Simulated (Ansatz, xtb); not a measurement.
Two isomers of C4H5BF2

Structure X: `FB(F)C1=CCC1`, a singlet. Structure Y: `FB(F)[C@]12C[C@H]1C2`, a singlet. Both are isolated molecules in the gas phase, relaxed with B3LYP/def2-SVP; the shapes shown needn't be the lowest conformers.

X (Å):

```yaml
atoms:
  - { symbol: C, position_ang: [0.0752, 0.4715, -0.6077] }
  - { symbol: C, position_ang: [-1.0488, 0.3964, 0.1462] }
  - { symbol: C, position_ang: [-1.3296, -1.0534, -0.1694] }
  - { symbol: C, position_ang: [-0.0334, -0.9895, -1.0468] }
  - { symbol: B, position_ang: [1.0598, 1.6245, -0.8850] }
  - { symbol: F, position_ang: [0.8905, 2.8253, -0.3453] }
  - { symbol: F, position_ang: [2.1166, 1.4701, -1.6720] }
  - { symbol: H, position_ang: [-1.5710, 1.1313, 0.7677] }
  - { symbol: H, position_ang: [-2.2663, -1.2488, -0.7196] }
  - { symbol: H, position_ang: [-1.2879, -1.7451, 0.6897] }
  - { symbol: H, position_ang: [-0.1926, -1.1503, -2.1258] }
  - { symbol: H, position_ang: [0.7868, -1.6472, -0.7150] }
```

Y (Å):

```xyz
12

C     1.0938   -1.6677    0.7408
C    -0.1127   -0.7769    0.5313
C    -0.2975   -2.2519    0.5577
C     0.7903   -2.6423   -0.3776
B     1.9913   -1.8304    1.9663
F     2.8460   -2.8415    2.0769
F     1.9442   -0.9783    2.9847
H    -0.4672   -0.2020    1.3936
H    -0.2018   -0.2535   -0.4322
H    -0.8579   -2.8665    1.2623
H     0.7650   -2.2509   -1.4054
H     1.2033   -3.6529   -0.2878
```

Energies in hartree; the thermal terms are from GFN2-xTB frequencies at re-optimised GFN2-xTB minima (ideal gas, soft modes damped towards free rotors, one conformer each, 298.15 K, 1 atm) and include the zero-point energy:

|  | X | Y |
| --- | --- | --- |
| E, CCSD(T)/def2-SVP | −378.788327 | −378.772062 |
| E, MP2/def2-SVP | −378.713907 | −378.703463 |
| E, MP2/def2-TZVPP | −379.415337 | −379.403919 |
| zero-point energy | 0.084687 | 0.084934 |
| H(298 K) − E | 0.092521 | 0.092563 |
| G(298 K) − E | 0.053147 | 0.053754 |

Correct the CCSD(T) difference for the basis set by the MP2 change, then work out ΔE, ΔE₀, ΔH and ΔG for X → Y in kcal/mol (1 Eh = 627.51 kcal/mol) and the equilibrium ratio [Y]/[X].

1. Differences Y − X: CCSD(T) +0.016265, MP2 in the small set +0.010444, MP2 in the large set +0.011418 Eh.
2. ΔE = +0.016265 + (+0.011418 − (+0.010444)) = +0.017239 Eh = +10.82 kcal/mol.
3. ΔE₀ = ΔE + ΔZPE = +0.017239 + (+0.000247) Eh = +10.97 kcal/mol.
4. ΔH = ΔE + (+0.000042) Eh = +10.84 kcal/mol.
5. ΔG = ΔE + (+0.000607) Eh = +11.20 kcal/mol, so ΔS = (ΔH − ΔG)/T = −5.0 J/(mol K).
6. kT = 0.9442 mEh, so K = [Y]/[X] = exp(−ΔG/kT) = exp(−18.90) ≈ 6.2 × 10^−9.

Structure X is favoured at this temperature. An error of 1 kcal/mol in ΔG would change K by a factor of 5.4. Mirror images and further conformers aren't counted.

As drawn, Y has 2 C–C in place of 1 C=C. Structure X has a 4-membered ring, Y 2 3-membered rings.

Other levels gave ΔE = +8.7 (GFN2-xTB); +21.7 (HF/STO-3G, GFN2-xTB geometries); +7.7 (r2SCAN-D4/def2-SVP, GFN2-xTB geometries); +11.5 (B3LYP/def2-SVP); +13.0 (HF/def2-SVP); +6.6 (MP2/def2-SVP); +10.2 (CCSD(T)/def2-SVP) kcal/mol. The correlated steps freeze 7 core orbitals. Programs: Ansatz 0.2.0, xtb 6.7.1.
